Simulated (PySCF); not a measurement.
C3H4BrF, SMILES C1[C@@H](F)[C@@H]1Br.

Geometry optimised at PBE0-D3(BJ)/def2-SVP.

The numbers are results of TDDFT-PBE/def2-SVPD in PySCF 2.14.0, not measurements.

Vertical excitations. The molecule is in vacuum.

| state | energy (eV) | λ (nm) | f | main pairs |
|---|---|---|---|---|
| S1 | 5.42 | 229 | 0.002 | HOMO→LUMO 99 % |
| S2 | 5.69 | 218 | 0.008 | HOMO−1→LUMO 98 % |
| S3 | 6.69 | 185 | 0.024 | HOMO−2→LUMO 90 % |
| S4 | 6.73 | 184 | 0.010 | HOMO→LUMO+1 95 % |
| S5 | 6.88 | 180 | 0.045 | HOMO→LUMO+2 99 % |
| S6 | 7.04 | 176 | 0.014 | HOMO−1→LUMO+1 98 % |
| S7 | 7.20 | 172 | 0.038 | HOMO−1→LUMO+2 89 % |
| S8 | 7.22 | 172 | 0.004 | HOMO−3→LUMO 92 % |
| S9 | 7.34 | 169 | 0.015 | HOMO→LUMO+3 95 % |
| S10 | 7.56 | 164 | 0.032 | HOMO→LUMO+4 99 % |
| T1 | 4.86 | 255 | 0 | HOMO→LUMO 99 % |
| T2 | 5.19 | 239 | 0 | HOMO−1→LUMO 99 % |
| T3 | 6.22 | 199 | 0 | HOMO−2→LUMO 98 % |
| T4 | 6.61 | 188 | 0 | HOMO→LUMO+1 98 % |
Triplets are in the Tamm–Dancoff approximation, which puts them higher than full response would, so one can lie above its singlet here.
